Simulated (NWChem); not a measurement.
System: C$_{4}$H$_{3}$FSi; SMILES C(#C)[SiH](C#C)F

```xyz
9

Si    -0.4667     0.3936     0.0000
F     -1.8137    -0.4916     0.0000
C      0.4955    -0.0039     1.4903
C      1.1446    -0.2401     2.4888
C      0.4955    -0.0039    -1.4903
C      1.1446    -0.2401    -2.4888
H     -0.8509     1.8205     0.0000
H      1.7136    -0.4547     3.3669
H      1.7136    -0.4547    -3.3669
```
Atoms are numbered in this order, from 1.

All runs: NWChem. All runs use the structure optimised with B3LYP/6-31G* (spherical d). GIAO values for the isolated, static molecule; σ is the absolute isotropic shielding, δ = σ(reference) − σ with the isolated reference molecule computed at the same levels (13C: tetramethylsilane, 19F: trichlorofluoromethane, 1H: tetramethylsilane, 29Si: tetramethylsilane).

Question: Estimate the computed values for PBE/pcSseg-1. Quantities: δ Si1 (ppm); δ F2 (ppm); δ C3 (ppm); δ C4 (ppm); δ H7 (ppm); δ H8 (ppm).

Answer: 
```json
{
 "δ Si1 (ppm)": "-56.5",
 "δ F2 (ppm)": "-214.6",
 "δ C3 (ppm)": "84.3",
 "δ C4 (ppm)": "100.8",
 "δ H7 (ppm)": "5.16",
 "δ H8 (ppm)": "2.24"
}
```
